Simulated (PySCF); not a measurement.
AlH3Se3.

```xyz
7

Al     0.0200     0.0023     0.0027
Se    -2.2181    -0.6152    -0.0666
H     -1.9253    -1.9333     0.5319
Se     0.5004     2.2288    -0.4619
H      1.9499     1.9635    -0.5529
Se     1.6299    -1.5981     0.5099
H      2.7018    -0.5886     0.6170
```

The structure is a stationary point at B3LYP-D3(BJ)/def2-SVP. Other conformers were not sampled.

The numbers are results of PBE/pcSseg-1 run with PySCF, not measurements. Non-relativistic, no solvent.

Task: Give the absolute GIAO shielding of each atom: isotropic value and principal components (ppm). (Estimate from the structure and the level; the computed values follow.)

Result: 
```json
[
 {"atom": "Al1", "σ(iso)": "283.2", "σ11": "246.6", "σ22": "278.5", "σ33": "324.4", "span": "77.8"},
 {"atom": "Se2", "σ(iso)": "2018.6", "σ11": "1837.3", "σ22": "2022.6", "σ33": "2195.9", "span": "358.6"},
 {"atom": "H3", "σ(iso)": "30.2", "σ11": "20.4", "σ22": "27.2", "σ33": "42.9", "span": "22.5"},
 {"atom": "Se4", "σ(iso)": "1982.9", "σ11": "1842.9", "σ22": "1905.6", "σ33": "2200.2", "span": "357.2"},
 {"atom": "H5", "σ(iso)": "30.4", "σ11": "20.7", "σ22": "27.3", "σ33": "43.2", "span": "22.5"},
 {"atom": "Se6", "σ(iso)": "1977.5", "σ11": "1833.1", "σ22": "1889.3", "σ33": "2210.1", "span": "377.0"},
 {"atom": "H7", "σ(iso)": "30.3", "σ11": "20.5", "σ22": "27.1", "σ33": "43.3", "span": "22.8"}
]
```
